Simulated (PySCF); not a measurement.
This PySCF input asks for the NMR shieldings of SMILES ClB[C@H]1CCC12C=C2, C₆H₈BCl; the geometry comes from GFN2-xTB.

```python
import basis_set_exchange as bse
import numpy as np
from pyscf import gto, dft
from pyscf.prop import nmr

atoms = """
Cl   -2.801289    1.384135   -0.200540
B    -1.131837    1.702004   -0.186746
C    -0.156109    0.596300   -0.724609
C     1.369213    0.751523   -0.517622
C     1.410970   -0.511184    0.360582
C    -0.089604   -0.674496    0.166127
C    -1.109140   -1.201381    1.115403
C    -0.897006   -1.917980    0.044393
H    -0.769123    2.713936    0.284665
H    -0.401449    0.305801   -1.750786
H     1.951214    0.678240   -1.433334
H     1.649687    1.662755    0.005721
H     2.008102   -1.328611   -0.043422
H     1.713874   -0.335066    1.392320
H    -1.629864   -1.050259    2.029101
H    -1.125238   -2.766772   -0.552664
"""
names = dict.fromkeys(["Cl", "B", "C", "H"], "pcSseg-1")
basis = {el: gto.basis.parse(bse.get_basis(n, elements=[el], fmt="nwchem")) for el, n in names.items()}
mol = gto.M(atom=atoms, basis=basis, charge=0, verbose=0)
mf = dft.RKS(mol, xc="PBE0")
mf.grids.level = 2
mf.grids.alignment = dft.numint.BLKSIZE   # the property module wants whole blocks of grid points
mf.conv_tol = 1e-9
mf.kernel()

calc = nmr.RKS(mf)   # GIAO
C = mf.mo_coeff
Co = C[:, mf.mo_occ > 0]
resp = mf.gen_response(singlet=True, hermi=2)
def vind(x):   # induced exchange potential for any number of trial vectors
    d = np.einsum("pi,xij,qj->xpq", C, 2 * x.reshape(-1, C.shape[1], Co.shape[1]), Co, optimize=True)
    return np.einsum("xpq,pi,qj->xij", resp(d - d.transpose(0, 2, 1)), C, Co, optimize=True).ravel()
mo1, _ = nmr.rhf.solve_mo1(calc, with_cphf=vind)
sigma = calc.kernel(mo1)
for i, s in enumerate(sigma):   # ppm
    w = np.linalg.eigvalsh((s + s.T) / 2)
    print("%2d %-2s iso %8.1f  s11 %8.1f  s22 %8.1f  s33 %8.1f" % (i, mol.atom_pure_symbol(i), w.mean(), *w))
```

Task: What does it print?

Result: 
```
 0 Cl iso    641.8  s11    351.6  s22    511.8  s33   1062.1
 1 B  iso     26.1  s11    -39.6  s22     15.0  s33    102.9
 2 C  iso    136.9  s11    111.3  s22    134.6  s33    164.7
 3 C  iso    167.9  s11    157.9  s22    167.1  s33    178.8
 4 C  iso    149.5  s11    122.2  s22    146.2  s33    180.1
 5 C  iso    160.2  s11    113.1  s22    115.9  s33    251.6
 6 C  iso     53.9  s11    -90.7  s22     69.1  s33    183.2
 7 C  iso     55.5  s11    -83.7  s22     68.4  s33    181.8
 8 H  iso     24.7  s11     22.6  s22     24.6  s33     26.9
 9 H  iso     29.1  s11     25.7  s22     29.1  s33     32.5
10 H  iso     29.5  s11     26.0  s22     27.1  s33     35.5
11 H  iso     29.5  s11     26.4  s22     27.0  s33     35.2
12 H  iso     29.4  s11     26.2  s22     27.2  s33     34.7
13 H  iso     29.4  s11     26.5  s22     27.2  s33     34.7
14 H  iso     24.1  s11     20.3  s22     25.1  s33     27.0
15 H  iso     24.0  s11     20.6  s22     25.2  s33     26.2
```

These numbers come from an equivalent density-fitted implementation of the same equations, which agrees with the script to about 0.01 ppm for H and up to a few tenths of a ppm for heavy atoms, so last digits may differ.

Size and cost of the density-fitted run: 183 basis functions, 26 s wall time on 1 thread of an Arm Neoverse V2, shared host; peak memory 0.83 GiB.
